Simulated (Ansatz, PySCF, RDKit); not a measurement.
Positional isomers: butadiene chloro+silyl. Isolated molecules, 0 K electronic values unless said otherwise. One relaxed conformer stands for each flexible species; it need not be the lowest. Strings in code marks are SMILES.

Quantity: electronic energy of isomers of C4H7ClSi relative to `C=C/C(Cl)=C/[SiH3]` (C–C–C–Cl torsion 0°), in kcal/mol. The restricted reference of `C=C(Cl)/C=C\[SiH3]`, `C=C/C(Cl)=C/[SiH3]`, `[SiH3]/C=C/C=C\Cl` and `[SiH3]/C=C\C=C/Cl` is unstable towards unrestricted orbitals. Force-field values (RDKit) are differences of steric energies, which aren't made for comparing isomers with other bonds.

Level 1: CAM-B3LYP-D3(BJ)/def2-TZVP (PySCF)
Level 2: frozen-core MP2/cc-pVTZ // CAM-B3LYP-D3(BJ)/def2-TZVP (Ansatz, a quantum-chemistry and plane-wave program)
Level 3: M06-2X/6-31G* // CAM-B3LYP-D3(BJ)/def2-TZVP (PySCF)
Level 4: UFF, relaxed from the DFT geometry (RDKit)

```tsv
species	level 1	level 2	level 3	level 4
`[SiH3]/C=C\C=C/Cl` (C–C–C–C torsion 180°)	2.11	3.12	2.25	0.46
`C=C(Cl)/C=C\[SiH3]` (Cl–C–C–C torsion 0°)	3.25	3.56	3.12	4.57
`[SiH3]/C=C/C=C\Cl` (C–C–C–C torsion 180°)	0.32	1.43	0.54	-1.37
```
